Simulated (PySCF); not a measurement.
A species of formula CH5ClSn has this rotational fingerprint, computed with PBE0-D3(BJ)/def2-SVP geometry optimisation, gas phase, def2 core potentials past Kr in PySCF 2.14.0:

* Rotational constants: A = 18421, B = 1605, C = 1526 MHz
* Dipole components: |μa| = 1.09 D, |μb| = 1.24 D, |μc| = 0.00 D
* Inertial defect: -11.17 u·Å²
* κ: -0.99

Question: Which structure is it? (One computed conformer of each.)
A. `Cl[CH2][SnH3]`
B. `[H][Sn]([H])([CH3])[Cl]`

Answer: A. It is Cl[CH2][SnH3], a near-prolate asymmetric top, point group Cs. The candidates at the same level (rigid rotor, commonest isotopes):

```csv
SMILES,A (MHz),B (MHz),C (MHz),μa (D),μb (D),μc (D),Δ (u·Å²),point group,rotor
Cl[CH2][SnH3],18421,1605,1526,1.09,1.24,0.00,-11.17,Cs,near-prolate asymmetric top
[H][Sn]([H])([CH3])[Cl],8084,2733,2141,3.01,0.07,0.00,-11.37,Cs,asymmetric top
```

`[H][Sn]([H])([CH3])[Cl]` has B 70 % too high. In the right answer the mirror of this Cs structure is the ab plane, so μc vanishes by symmetry. No structure here is proved a minimum.
